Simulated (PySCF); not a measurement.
## Optical rotation: `C=C[C@@H]1C=C[C@H](F)[SiH2]1`, C$_{6}$H$_{9}$FSi

Geometry (Å), atoms numbered from 1 in this order:
```xyz
17

C     2.889    0.246   -0.223
C     1.654   -0.193   -0.388
C     0.521    0.083    0.544
C    -0.277   -1.164    0.812
C    -1.581   -1.176    0.592
C    -2.230    0.078    0.090
F    -2.922   -0.178   -1.094
Si   -0.772    1.311   -0.180
H     3.171    0.838    0.632
H     3.670    0.038   -0.935
H     1.397   -0.783   -1.258
H     0.934    0.457    1.487
H     0.254   -2.031    1.179
H    -2.201   -2.047    0.743
H    -3.001    0.421    0.790
H    -0.921    2.520    0.632
H    -0.592    1.593   -1.600
```

Computed, not measured: TDDFT B3LYP/def2-SVPD circular dichroism and optical rotation, one conformer, gas phase in PySCF 2.14.0. Geometry: GFN2-xTB.

The molecule is flexible and this is one conformer; a measurement averages over conformers. States above about 7.0 eV (minus the energy of the highest occupied orbital) lie near or above the ionisation threshold and depend on the basis. Singlets 14 and 15 lie within 0.01 eV of each other, so their separate moments and overlaps can depend on how they mix.

Stereocentres: C3 R, C6 R.

Task: What is the specific rotation at 633, 589.3, 546, 436, 405, 365, 355 nm?

Result: [α] in deg dm⁻¹ (g/mL)⁻¹:
```csv
λ (nm),origin-invariant length gauge,modified velocity gauge,length gauge (centre of mass),isotropic polarisability (au)
633,-164.3,-174.0,-160.6,100.6
589.3,-197.3,-208.8,-192.9,101.2
546,-241.6,-255.5,-236.3,101.8
436,-467.8,-493.3,-458.6,104.6
405,-598.2,-629.9,-587.0,105.9
365,-877.8,-922.1,-862.5,108.4
355,-981.4,-1030.2,-964.8,109.1
```

Task: And for the mirror image at 589.3 nm?

Result: +197.3 deg dm⁻¹ (g/mL)⁻¹ (origin-invariant length gauge): the same size and the opposite sign.

Task: What is the molar rotation [Φ] = [α]·M/100 of the geometry above at 589.3 nm?

Result: With M = 128.22 g/mol, -252.9 deg cm² dmol⁻¹ (origin-invariant length gauge).

The first excitation lies at 5.54 eV (224 nm) with R = -33.8 × 10⁻⁴⁰ esu² cm² (velocity form).
